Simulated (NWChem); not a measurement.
Molecule: BiH3O; SMILES [OH][BiH2]

Program: NWChem. The geometry was optimised at PBE0/def2-SVP. def2 effective core potentials on Bi; no spin-orbit coupling. Field at 589 nm.

For level B3LYP/def2-SVPD:

```yaml
isotropic polarisability (bohr³): 56.4
anisotropy (bohr³): 3.9
```

Question: Estimate the same quantities for level B3LYP/def2-SVP.

Answer: 
* **isotropic polarisability (bohr³)**: 44.5
* **anisotropy (bohr³)**: 2.9
